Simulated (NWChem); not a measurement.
Molecule: C$_{3}$H$_{3}$Br; SMILES C=C=CBr

```xyz
7

C      0.4281     2.8712     0.0000
C     -0.1836     1.7157     0.0000
C     -0.8021     0.5664     0.0000
Br     0.1100    -1.0896     0.0000
H      0.6932     3.3733    -0.9371
H      0.6932     3.3733     0.9371
H     -1.8907     0.4695     0.0000
```
Atoms are numbered in this order, from 1.

All runs use the structure optimised with PBE0/def2-SVP.

Symmetry labels are those of Cs in the frame above (b1 and b2, or b-type labels, depend on it).

List the 4 lowest vertical singlet excitations from CAM-B3LYP/def2-SVPD, TDA (NWChem).


| state | energy (eV) | oscillator strength | symmetry | leading excitation (squared amplitude) |
|---|---|---|---|---|
| S1 | 4.70 | 0.000 | a" | HOMO → LUMO (0.95) |
| S2 | 6.06 | 0.003 | a' | HOMO−2 → LUMO (0.60) |
| S3 | 6.27 | 0.000 | a" | HOMO−1 → LUMO+1 (0.74) |
| S4 | 6.48 | 0.000 | a" | HOMO → LUMO+2 (0.64) |
